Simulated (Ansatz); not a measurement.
`[OH][Ti]([F])([Cl])[Cl]` + `C[SeH]` → `C[Se][Ti]([OH])([F])[Cl]` + HCl  (ligand exchange at a Ti–Cl bond)

Gas-phase electronic energies from Ansatz, PBE0-D4/def2-TZVP geometries. CBS: MP2 limit from def2 TZ/QZ plus the TZ coupled-cluster correction, frozen cores. This one scheme is used for every species. Functionals use def2-TZVPP. For Se, Ti outer-core shells are correlated without core-valence functions, which leaves a few kJ/mol of doubt a bond. Scalar relativity is left out up to krypton. Each species was taken in one conformer, which may not be the lowest.

```
                   species  B2PLYP energy (Eh)
 `[OH][Ti]([F])([Cl])[Cl]`         -1945.40571
                  `C[SeH]`         -2441.65545
`C[Se][Ti]([OH])([F])[Cl]`         -3926.35791
                       HCl          -460.68739
```

(1) Work out ΔE.

Largest T1 diagnostic among the species: 0.024, so the coupled-cluster value is less sure than usual.

Results:

(1) ΔE = (-3926.35791) + (-460.68739) − (-1945.40571) − (-2441.65545) = 0.01586 Eh = +41.6 kJ/mol. CCSD(T)/CBS gives +35.2 kJ/mol.

From PBE to PBE0 (25 % exact exchange), in def2-TZVPP and without D4, ΔE moves by +3.1 kJ/mol. The D4 term adds −8.8 kJ/mol with B3LYP and −5.1 kJ/mol with PBE0; it sums over pairs of atoms, weighted by their polarisabilities, and B3LYP, whose exchange is more repulsive, gets the larger term.

B3LYP here is the variant with VWN-RPA as its local correlation; programs differ in this.
